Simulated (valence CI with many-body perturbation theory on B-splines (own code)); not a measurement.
## Au LXXV: electric-dipole lines

Computed by configuration interaction combined with many-body perturbation theory (CI+MBPT): three valence electrons over a frozen Dirac-Fock core [He], a basis of 11 s, 11 p, 9 d, 7 f, 5 g, 2 h, 1 i functions for each j, with the one-electron correlation potential Σ1, the two-electron term Σ2, the three-electron term Σ3, Breit, model QED; selected CI, second order for the rest (own B-spline code, finite nucleus).

The last digits are not significant, and no measured levels were compared; by estimate large intervals hold to a few tenths of a per cent, small ones and those within an open d or f shell to about a per cent.

Lines 151 to 200 of 295 in falling wavelength, among levels below 128140 × 10³ cm⁻¹, chosen from the strongest by gf and those to the six lowest levels. Wavelengths and rates use the calculated energies. Electric multipoles are in the length gauge, E1 and E2 with the static RPA response of the core. Weak lines are less certain than strong ones. Lines between different terms over intervals too small for the method are left out, as are lines whose strength nearly cancels. The highest levels of a list are the least certain.

Levels are named by their leading jj configuration (3d3/2^4 stands for four electrons in 3d with j = 3/2), which in mixed levels can hold well under half, so a name can repeat and another be missing. Letters in brackets count levels of one name in rising energy.

| λ vac (Å) | Upper | Lower | A (s⁻¹) | S (a.u.) |
| --- | --- | --- | --- | --- |
| 1.111 | (2s 2p3/2 3d3/2) J=3/2 [a] | (2s 2p3/2^2) J=5/2 | 3.29e+14 | 8.92e-04 |
| 1.109 | (2s^2 3d3/2) J=3/2 | (2s^2 2p3/2) J=3/2 | 3.61e+14 | 9.74e-04 |
| 1.109 | (2s 2p1/2 3d3/2) J=5/2 | (2s 2p1/2 2p3/2) J=3/2 [a] | 2.53e+13 | 1.02e-04 |
| 1.108 | (2s 2p1/2 3d5/2) J=5/2 [a] | (2s 2p1/2 2p3/2) J=3/2 [b] | 2.11e+14 | 8.50e-04 |
| 1.108 | (2s 2p3/2 3d5/2) J=5/2 [a] | (2s 2p3/2^2) J=3/2 | 2.52e+14 | 1.01e-03 |
| 1.107 | (2s 2p1/2 3d3/2) J=3/2 [b] | (2s 2p1/2 2p3/2) J=3/2 [a] | 1.75e+14 | 4.69e-04 |
| 1.106 | (2s 2p1/2 3d3/2) J=1/2 | (2s 2p1/2 2p3/2) J=3/2 [a] | 4.70e+13 | 6.28e-05 |
| 1.106 | (2p1/2 2p3/2 3d5/2) J=3/2 [b] | (2p1/2 2p3/2^2) J=1/2 | 1.95e+15 | 5.21e-03 |
| 1.106 | (2s 2p3/2 3d5/2) J=3/2 [a] | (2s 2p3/2^2) J=3/2 | 8.84e+14 | 2.36e-03 |
| 1.106 | (2s 2p3/2 3d5/2) J=3/2 [a] | (2s 2p3/2^2) J=1/2 | 7.48e+14 | 2.00e-03 |
| 1.106 | (2p1/2 2p3/2 3d5/2) J=1/2 | (2p1/2 2p3/2^2) J=1/2 | 2.12e+15 | 2.83e-03 |
| 1.104 | (2s 2p3/2 3d5/2) J=1/2 | (2s 2p3/2^2) J=1/2 | 1.86e+15 | 2.48e-03 |
| 1.104 | (2p1/2^2 3d5/2) J=5/2 | (2p1/2^2 2p3/2) J=3/2 | 2.02e+15 | 8.06e-03 |
| 1.104 | (2s 2p1/2 3d5/2) J=5/2 [b] | (2s 2p1/2 2p3/2) J=3/2 [b] | 1.61e+15 | 6.42e-03 |
| 1.104 | (2s 2p1/2 3d5/2) J=3/2 | (2s 2p1/2 2p3/2) J=3/2 [b] | 3.52e+14 | 9.35e-04 |
| 1.103 | (2p1/2 2p3/2 3d5/2) J=5/2 [a] | (2p1/2 2p3/2^2) J=5/2 | 6.55e+14 | 2.61e-03 |
| 1.103 | (2s 2p1/2 3d5/2) J=3/2 | (2s 2p1/2 2p3/2) J=1/2 | 1.53e+15 | 4.07e-03 |
| 1.102 | (2p1/2 2p3/2 3d5/2) J=5/2 [b] | (2p1/2 2p3/2^2) J=5/2 | 9.80e+14 | 3.88e-03 |
| 1.101 | (2p1/2 2p3/2 3d5/2) J=3/2 [a] | (2p1/2 2p3/2^2) J=3/2 | 1.36e+15 | 3.59e-03 |
| 1.101 | (2p1/2 2p3/2 3d5/2) J=5/2 [a] | (2p1/2 2p3/2^2) J=3/2 | 1.26e+15 | 5.00e-03 |
| 1.101 | (2p1/2 2p3/2 3d5/2) J=7/2 [b] | (2p1/2 2p3/2^2) J=5/2 | 3.28e+15 | 1.73e-02 |
| 1.100 | (2p1/2 2p3/2 3d5/2) J=3/2 [b] | (2p1/2 2p3/2^2) J=5/2 | 2.42e+14 | 6.37e-04 |
| 1.100 | (2s 2p1/2 3d5/2) J=5/2 [a] | (2s 2p1/2 2p3/2) J=5/2 | 3.13e+13 | 1.23e-04 |
| 1.099 | (2p1/2 2p3/2 3d5/2) J=5/2 [b] | (2p1/2 2p3/2^2) J=3/2 | 2.03e+15 | 8.00e-03 |
| 1.098 | (2s 2p3/2 3d5/2) J=5/2 [b] | (2s 2p3/2^2) J=3/2 | 2.60e+15 | 1.02e-02 |
| 1.097 | (2s 2p3/2 3d5/2) J=3/2 [b] | (2s 2p3/2^2) J=3/2 | 6.37e+14 | 1.66e-03 |
| 1.097 | (2s 2p3/2 3d5/2) J=3/2 [b] | (2s 2p3/2^2) J=1/2 | 1.33e+15 | 3.48e-03 |
| 1.097 | (2s 2p1/2 3d5/2) J=7/2 | (2s 2p1/2 2p3/2) J=5/2 | 2.07e+15 | 1.08e-02 |
| 1.096 | (2s 2p3/2 3d5/2) J=5/2 [a] | (2s 2p3/2^2) J=5/2 | 1.60e+15 | 6.23e-03 |
| 1.096 | (2s 2p1/2 3d5/2) J=5/2 [a] | (2s 2p1/2 2p3/2) J=3/2 [a] | 1.86e+15 | 7.26e-03 |
| 1.096 | (2s 2p1/2 3d5/2) J=5/2 [b] | (2s 2p1/2 2p3/2) J=5/2 | 2.77e+14 | 1.08e-03 |
| 1.096 | (2s 2p1/2 3d5/2) J=3/2 | (2s 2p1/2 2p3/2) J=5/2 | 1.63e+13 | 4.22e-05 |
| 1.095 | (2s 2p3/2 3d5/2) J=7/2 [a] | (2s 2p3/2^2) J=5/2 | 2.83e+15 | 1.47e-02 |
| 1.095 | (2p1/2 2p3/2 3p3/2) J=5/2 [b] | (2s 2p3/2^2) J=3/2 | 3.97e+14 | 1.54e-03 |
| 1.095 | (2s^2 3d5/2) J=5/2 | (2s^2 2p3/2) J=3/2 | 1.76e+15 | 6.84e-03 |
| 1.094 | (2s 2p3/2 3d5/2) J=3/2 [a] | (2s 2p3/2^2) J=5/2 | 2.27e+14 | 5.88e-04 |
| 1.094 | (2p1/2^2 3p3/2) J=3/2 | (2s 2p1/2 2p3/2) J=1/2 | 5.24e+13 | 1.35e-04 |
| 1.092 | (2s 2p1/2 3p3/2) J=5/2 | (2s^2 2p3/2) J=3/2 | 3.67e+14 | 1.42e-03 |
| 1.092 | (2s 2p1/2 3d5/2) J=5/2 [b] | (2s 2p1/2 2p3/2) J=3/2 [a] | 1.60e+14 | 6.16e-04 |
| 1.092 | (2s 2p1/2 3d5/2) J=3/2 | (2s 2p1/2 2p3/2) J=3/2 [a] | 1.06e+14 | 2.72e-04 |
| 1.088 | (2s 2p3/2 3d5/2) J=7/2 [b] | (2s 2p3/2^2) J=5/2 | 5.84e+14 | 2.97e-03 |
| 1.086 | (2p1/2 2p3/2 3p3/2) J=7/2 | (2s 2p3/2^2) J=5/2 | 1.08e+14 | 5.45e-04 |
| 1.086 | (2p1/2^2 3p3/2) J=3/2 | (2s 2p1/2 2p3/2) J=5/2 | 8.45e+11 | 2.14e-06 |
| 1.082 | (2p1/2^2 3p3/2) J=3/2 | (2s 2p1/2 2p3/2) J=3/2 [a] | 3.91e+12 | 9.77e-06 |
| 1.043 | (2p1/2^2 3d5/2) J=5/2 | (2s^2 2p3/2) J=3/2 | 9.11e+11 | 3.06e-06 |
| 1.016 | (2s^2 3p1/2) J=1/2 | (2s 2p1/2^2) J=1/2 | 3.26e+12 | 3.37e-06 |
| 1.007 | (2s 2p1/2 3s) J=1/2 [a] | (2s 2p1/2^2) J=1/2 | 4.25e+13 | 4.29e-05 |
| 1.007 | (2s 2p3/2 3s) J=3/2 [a] | (2s 2p1/2 2p3/2) J=1/2 | 6.76e+12 | 1.36e-05 |
| 1.005 | (2s 2p1/2 3s) J=3/2 | (2s 2p1/2^2) J=1/2 | 8.26e+13 | 1.65e-04 |
| 1.003 | (2s 2p3/2 3s) J=5/2 | (2s 2p1/2 2p3/2) J=5/2 | 5.95e+13 | 1.78e-04 |
